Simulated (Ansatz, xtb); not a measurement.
## A geometry optimisation of GaH7OSi2 with r2SCAN-D4/def2-SVP

The starting geometry of this gas-phase singlet was built from a drawn formula by distance geometry; its bonds are those of `O[SiH2][GaH][SiH3]`.

```xyz
11

Ga    0.3320    0.1204   -2.4854
O    -2.8048    1.0606   -2.3216
Si   -2.0044   -0.4578   -2.5035
Si    0.5599    2.4290   -2.4402
H    -2.2997    1.6879   -2.8821
H    -2.2348   -1.3220   -1.3146
H    -2.5558   -1.1395   -3.7021
H     1.4414   -0.8832   -2.2519
H     1.8839    2.9724   -2.7658
H    -0.4384    2.9533   -3.3893
H     0.0902    2.7979   -1.1045
```

**Question.** Where would you expect an optimisation with r2SCAN-D4/def2-SVP to take it?

**Answer.** It keeps its bonds, and is `O[SiH2][GaH][SiH3]`.

The energy falls by 0.25 eV over 40 steps:

```csv
step,E − E(last) (eV)
1,0.245
5,0.019
10,0.006
14,0.004
18,0.003
23,0.002
27,0.001
31,0.000
36,0.000
40,0.000
```

Final geometry (Å):

```yaml
atoms:
  - { symbol: Ga, position_ang: [0.1647, 0.2290, -2.1474] }
  - { symbol: O, position_ang: [-3.1893, 0.7023, -2.4534] }
  - { symbol: Si, position_ang: [-2.0777, -0.5517, -2.5728] }
  - { symbol: Si, position_ang: [0.7297, 2.5642, -2.4117] }
  - { symbol: H, position_ang: [-2.9512, 1.5191, -2.9082] }
  - { symbol: H, position_ang: [-2.5363, -1.5760, -1.5897] }
  - { symbol: H, position_ang: [-2.1077, -1.2030, -3.9299] }
  - { symbol: H, position_ang: [1.3277, -0.7412, -1.7233] }
  - { symbol: H, position_ang: [1.7714, 2.7331, -3.4768] }
  - { symbol: H, position_ang: [-0.4479, 3.4054, -2.8042] }
  - { symbol: H, position_ang: [1.2859, 3.1376, -1.1435] }
```

From the same start GFN2-xTB ends elsewhere, differing in Ga1–O2 (2.13 against 3.40 Å here).

No frequencies were run, so the end isn't proven a minimum. Run with Ansatz 0.2.0, 60 s on 2 threads of Intel(R) Xeon(R) 6975P-C (Granite Rapids), with other jobs on the host.
